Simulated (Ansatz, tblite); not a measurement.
Cost and result up the ladder for Si₂₁OH₃₂ (54 atoms). Total charge 0; singlet. Geometry: PBE-D4/def2-SVP.

Cartesian coordinates in Å:
```
Si 0.969 2.343 3.026
Si 0.503 -3.276 2.763
Si -2.098 -2.823 0.156
Si -2.178 3.386 1.083
Si -3.581 0.544 -0.547
O -1.250 -0.087 1.992
Si 2.948 -0.174 0.392
Si 1.691 -1.930 -0.572
Si 0.094 1.410 -0.815
Si -1.475 -1.109 -3.129
Si 2.540 -0.168 -3.776
Si -0.074 -1.016 2.983
Si -1.234 1.722 2.469
Si 2.598 1.929 1.389
Si -2.709 -0.806 1.181
Si 1.819 -3.789 0.863
Si -0.439 -2.398 -1.455
Si -4.265 2.578 0.385
Si -0.546 3.676 -0.599
Si -1.844 0.950 -2.088
Si 3.004 -2.127 -2.519
Si 1.552 1.702 -2.683
H 0.828 3.840 3.183
H 1.364 1.786 4.369
H 1.423 -3.126 3.965
H -0.597 -4.217 3.168
H -3.378 -3.207 -0.548
H -1.764 -3.931 1.121
H -2.337 4.469 2.135
H -4.728 -0.324 -1.019
H 3.897 -0.948 1.294
H 3.805 0.242 -0.792
H -2.718 -1.871 -3.527
H -0.568 -1.018 -4.327
H 1.662 -0.604 -4.924
H 3.846 0.288 -4.387
H -0.551 -0.741 4.382
H 1.209 -0.278 2.736
H -2.054 1.560 3.731
H 3.925 2.173 2.093
H 2.485 2.983 0.324
H -3.643 -0.974 2.354
H 1.226 -5.021 0.228
H 3.193 -4.120 1.388
H -0.152 -3.777 -2.017
H -5.213 2.402 1.545
H -4.899 3.472 -0.649
H -1.164 4.432 -1.755
H 0.494 4.581 0.022
H -2.383 1.962 -3.081
H 4.463 -2.204 -2.147
H 2.646 -3.368 -3.300
H 2.737 2.532 -2.238
H 0.918 2.470 -3.825
```

Ansatz on 2 threads of AMD EPYC 7R13 on a shared host and a share (18 GiB) of an NVIDIA H100 80GB HBM3; xTB runs through tblite on one thread. Times are rough, summed over both states, and most runs start from the orbitals of an earlier one. ωB97M-V/def2-SVP serves as the yardstick here, not as an exact answer. The other state is a doublet.

The xTB rows come from tblite. Correlated methods freeze 106 core orbitals. Single mean-field runs in def2-SVP are fitted with def2-universal-jkfit.

Correlated methods converge slowly with the basis, most of all in double-zeta sets.

Raw xTB energies of ions are shifted by several eV.

| level | functions | wall time | vertical IE (eV) | difference from ωB97M-V/def2-SVP (eV) |
| --- | --- | --- | --- | --- |
| GFN2-xTB | 225 | 1.3 s | 9.71 | 3.01 |
| PBE-D4/def2-SVP (with forces) | 552 | 25 s | 6.57 | -0.14 |
| r2SCAN-D4/def2-SVP | 552 | 29 s | 6.56 | -0.14 |
| r2SCANh-D4/def2-SVP | 552 | 29 s | 6.59 | -0.11 |
| B2PLYP/def2-SVP | 552 | 36 s | 6.55 | -0.15 |
| PBE0-D4/def2-SVP (with forces) | 552 | 37 s | 6.65 | -0.05 |
| ωB97M-V/def2-SVP | 552 | 47 s | 6.70 | 0.00 |
